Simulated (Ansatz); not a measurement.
Input file for Ansatz (an electronic-structure program): R-B3LYP/def2-TZVPP on Cl3In (SMILES [Cl][In]([Cl])[Cl]). Elements past Kr take the def2 small-core potentials; no spin–orbit coupling.

Ansatz 0.2 input:
```yaml
crystal:
  periodic: [false, false, false]
  atoms:
    - {symbol: In, position_ang: [0.00007290, 0.00000000, -0.00000000]}
    - {symbol: Cl, position_ang: [2.31463786, -0.00000000, 0.00000000]}
    - {symbol: Cl, position_ang: [-1.15735538, 2.00440808, 0.00000000]}
    - {symbol: Cl, position_ang: [-1.15735538, -2.00440808, 0.00000000]}
basis:
  gaussian:
    orbitals: def2-TZVPP
hamiltonian:
  xc: {name: B3LYP}
scf: {lower_state_search: off}
```

**Question.** What total energy does the run end on?

**Answer.** -1571.0402 hartree.

**Question.** How many basis functions does it have, and what does it roughly cost on one machine?

**Answer.** 176 functions; about 6 core-seconds (a rough figure).
